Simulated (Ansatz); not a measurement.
System: TaO, charge 0, doublet. TaO (SMILES [O]=[Ta], doublet).
B3LYP-D3(BJ)/def2-TZVP minimum from Ansatz (a first-principles code):
```
Ta
O 1 1.6934
```
Charge 0, spin multiplicity 2.

Quantity: atomisation energy (electronic, to ground-state atoms), in kcal/mol. Radicals and triplets start from unrestricted determinants; spin-orbit coupling is neglected. Correlated methods leave the cores frozen (noble-gas shells, and filled d and f shells in the p block). Past Kr the def2 sets carry scalar-relativistic core potentials. CBS(X,Y): correlation extrapolated as X^-3, Hartree-Fock from the larger set. A bracket is a step between two methods taken in the basis named. The UHF reference of OTa ([O]=[Ta], doublet) is spin-contaminated (<S^2> up to 0.36 over the pure value in the sets run). The determinant of OTa ([O]=[Ta], doublet) is a saddle point of the SCF energy; a lower one exists, which strains HF and MP2.

CCSD(T)/CBS(def2-TZVPP,def2-QZVPP) + [CCSDT(Q) - CCSD(T)]/def2-QZVPP + [CCSDTQ - CCSDT(Q)]/def2-SVP (Ansatz) gives 185.5 kcal/mol.

### Question
What does PBE/def2-TZVPD (Ansatz) give here, and how do the other levels compare?

### Answer
PBE gives 199.1 kcal/mol, 13.6 kcal/mol above it. Differences of the others: B3LYP/def2-TZVPD (Ansatz) -4.5; PBE0/def2-TZVPD (Ansatz) -6.0; B2PLYP/def2-TZVPD (Ansatz) 1.2; CCSD(T)/CBS(def2-TZVPP,def2-QZVPP) (Ansatz) 0.5 kcal/mol.
